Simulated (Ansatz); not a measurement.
Gas-phase electronic energies from Ansatz, PBE0-D4/def2-TZVP geometries. CBS: MP2 limit from def2 TZ/QZ plus the TZ coupled-cluster correction, frozen cores. DFT in def2-TZVPP. HSE06 is defined as in plane-wave codes. For Ga, Ge outer-core shells are correlated without core-valence functions, which leaves a few kJ/mol of doubt a bond. Scalar relativity is left out up to krypton. One conformer a species, not always the lowest.

`[OH][GeH2][SiH3]` + `[OH][Ga]([Cl])[Cl]` → `[SiH3][O][Ga]([Cl])[Cl]` + `[OH][GeH3]`  (cleavage of the Si–Ge bond)

Problem. Is it downhill or uphill in electronic energy at CCSD(T)/CBS, and by how much? (Best estimate.)

Solution. Ansatz gave: Downhill: ΔE = -84.5 kJ/mol.

Problem. What do these levels give: revPBE-D4, r2SCANh-D4, r2SCAN0-D4, HSE06-D4, BHLYP-D4, CAM-B3LYP-D4, ωB97X-V, B2PLYP, PBE-QIDH, r2SCANh, HF/def2-SVP, MP2/def2-QZVPP? (Best estimate.)

Solution. Computed: revPBE-D4 -60.0, r2SCANh-D4 -79.5, r2SCAN0-D4 -82.5, HSE06-D4 -69.1, BHLYP-D4 -97.5, CAM-B3LYP-D4 -91.4, ωB97X-V -84.0, B2PLYP -87.6, PBE-QIDH -82.8, r2SCANh -78.9, HF/def2-SVP -109.6, MP2/def2-QZVPP -91.8 kJ/mol.

Largest T1 diagnostic among the species: 0.012.

In def2-TZVPP, CCSD(T) changes the Hartree–Fock value by +26.9 kJ/mol (the triples alone add +3.4 kJ/mol) and MP2 by +21.4 kJ/mol. At CCSD(T), def2-SVP lies −4.3 kJ/mol from the extrapolated value and def2-TZVPP −2.3 kJ/mol. Leaving LDA and LC-ωPBE aside and taking each functional with its dispersion term where it has one, the values, not all of them listed here, spread over 38.7 kJ/mol, from BHLYP-D4 to PBE-D4. LDA lies −4.0 kJ/mol from PBE without D4.
